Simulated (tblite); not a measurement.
Here is a computed GFN2-xTB geometry (Å):
```
atom  x, y, z in Å
Si1   -1.486    1.605   -0.628
C2    -0.676    0.009   -0.073
C3     0.609   -0.386    0.175
Si4    2.304    0.412    0.112
C5     0.187   -1.728    0.530
S6     0.929   -3.082    1.005
C7    -1.265   -1.351    0.270
H8    -2.928    1.363   -0.705
H9    -0.954    1.963   -1.944
H10   -1.191    2.644    0.359
H11    2.112    1.798   -0.321
H12    2.888    0.357    1.451
H13    3.125   -0.327   -0.847
H14   -1.915   -1.384    1.145
H15   -1.743   -1.886   -0.551
```

Neutral, closed shell.

Which heavy atoms are bonded, and with what formal order?

Si1–C2 1.87 Å (single); C2–C3 1.37 Å (double); C3–Si4 1.87 Å (single); C3–C5 1.45 Å (single); C5–S6 1.62 Å (double); C5–C7 1.52 Å (single); C2–C7 1.52 Å (single). Bonds to hydrogen (Å): Si1–H8 1.46; Si1–H9 1.46; Si1–H10 1.46; Si4–H11 1.46; Si4–H12 1.46; Si4–H13 1.46; C7–H14 1.09; C7–H15 1.09. The orders are those of one drawing; other resonance forms can be drawn.

Give the structure as a SMILES string.

`[SiH3]C1=C([SiH3])C(=S)C1`, C4H8SSi2. Among its features: C=C double bond, thiocarbonyl, Si–H bond, C–Si bond and cyclobutene ring.

What is the point group of this geometry?

Cs (tolerance 0.08 Å).

Which rings does it hold (smallest set)?

C2–C3–C5–C7 (4 members, 0.00 Å rms from planarity).

Describe the place of each heavy atom.

Si1: SiH3 silicon; C2: fully substituted alkene carbon; C3: fully substituted alkene carbon; Si4: SiH3 silicon; C5: thiocarbonyl carbon; S6: thiocarbonyl sulfur; C7: allylic carbon.

What is the arrangement about Si1?

It has 4 neighbours (C2, H8, H9, H10) and is tetrahedral (angles from 107.4° to 111.1°).

What is the arrangement about Si4?

It has 4 neighbours (C3, H11, H12, H13) and is tetrahedral (angles from 107.1° to 111.0°).
